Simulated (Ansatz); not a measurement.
```yaml
crystal:
  periodic: [false, false, false]
  atoms:
    - {symbol: Si, position_ang: [0.000333, -0.000469, 0.039125]}
    - {symbol: H, position_ang: [0.010695, -0.017188, 1.442194]}
    - {symbol: F, position_ang: [1.409128, 0.010113, -0.503930]}
    - {symbol: F, position_ang: [-0.713596, 1.226999, -0.474130]}
    - {symbol: F, position_ang: [-0.706560, -1.219446, -0.503259]}
basis:
  gaussian: {orbitals: def2-SVP, fitting: {mean_field: def2-universal-jkfit}}
hamiltonian: {xc: {name: wB97X}}
scf: {omitted_lower_state_checks: [starts]}
output: {forces: true}
```

```sh
$ ansatz run in.yaml --threads 4 --pin off --events-out ev --progress --plain --max-ram 3916MiB
```

Shortened log:

```
Functional definition: wB97X
377 factors; integrals over basis functions are off by at most 2.9e-1 eV
377 factors; integrals over basis functions are off by at most 3.2e-7 eV
mean field evaluation 1: about -16034.7190 eV, gradient 4.5e1 eV
mean field evaluation 2: about -16035.0397 eV, gradient 4.6e1 eV
mean field evaluation 4: about -16037.8632 eV, gradient 2.9e-1 eV
mean field evaluation 8: about -16037.8638 eV, gradient 5.2e-3 eV
mean field -16037.86383334 eV, -589.3806250206 hartree, gradient 8.7e-5 eV, S^2 0.000000; 0 other end points of the search recorded, 0 dependent functions left out
reference -16037.86381306 eV, -589.3806242755 hartree; 21, 21 occupied and 44, 44 virtual orbitals, 377 factors
Total energy: -16037.86381306 eV, -589.3806242755 hartree
Atom 0 at     0.000333    -0.000469     0.039125 Å, force     0.020827    -0.037097     3.143739 eV/Å
Atom 1 at     0.010695    -0.017188     1.442194 Å, force     0.011058    -0.018277     1.540358 eV/Å
Atom 2 at     1.409128     0.010113    -0.503930 Å, force     4.335819     0.031433    -1.593674 eV/Å
Atom 3 at    -0.713596     1.226999    -0.474130 Å, force    -2.194704     3.775669    -1.500239 eV/Å
Atom 4 at    -0.706560    -1.219446    -0.503259 Å, force    -2.173000    -3.751729    -1.590183 eV/Å
Dipole moment:     0.001788    -0.002689     0.224225 e Å
Checks for a lower state left out: starts
```

Hardware: 4 threads of Arm Neoverse V1 on a shared host. Wall time 1 s.
